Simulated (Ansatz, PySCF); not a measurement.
C3H6BNO, SMILES CB(C)OC#N. Atoms are numbered in the order given.

```xyz
12

C     -2.3045    -0.1650     0.1198
B     -0.8036     0.2436     0.0044
C     -0.2540     1.6580    -0.3738
O      0.1221    -0.7892     0.2750
C      1.4013    -0.6374     0.2291
N      2.5591    -0.5449     0.1996
H     -2.8091     0.4818     0.8601
H     -2.4624    -1.2166     0.3987
H     -2.8181     0.0331    -0.8382
H      0.3912     1.5943    -1.2688
H     -1.0468     2.3944    -0.5663
H      0.3981     2.0458     0.4297
```

Coordinates come from a B3LYP-D3(BJ)/def2-SVP optimisation. The structure was generated by enumeration, and PubChem lists no compound with its InChIKey, so it may never have been made. One conformer was computed; it need not be the lowest.

Two levels are set side by side: PBE-D3(BJ)/def2-SVP (Ansatz, a first-principles code) and B3LYP-D3(BJ)/def2-SVP (Ansatz). Each level has its own optimised geometry; the coordinates shown are those of the second. Frequencies come from the Hessian of PySCF at each geometry. Differences are taken from unrounded values.

```tsv
quantity	B3LYP-D3(BJ)	PBE-D3(BJ)	PBE-D3(BJ) minus B3LYP-D3(BJ)
mean bond length (Å)	1.237	1.244	0.007
bond C1–B2 (Å)	1.560	1.562	0.003
bond B2–C3 (Å)	1.564	1.566	0.002
bond B2–O4 (Å)	1.413	1.424	0.011
bond O4–C5 (Å)	1.289	1.295	0.006
bond C5–N6 (Å)	1.162	1.176	0.014
bond C1–H7 (Å)	1.105	1.112	0.007
bond C1–H8 (Å)	1.099	1.106	0.007
bond C1–H9 (Å)	1.105	1.112	0.007
bond C3–H10 (Å)	1.105	1.112	0.007
bond C3–H11 (Å)	1.099	1.106	0.007
bond C3–H12 (Å)	1.105	1.112	0.007
highest harmonic wavenumber (cm⁻¹)	3139	3092	-46
mean harmonic wavenumber (cm⁻¹)	1315	1281	-35
zero-point energy (kcal/mol)	56.42	54.93	-1.49
```

Exact exchange shortens and stiffens bonds; PBE has none. Differences between two approximate levels are no errors against the true value.
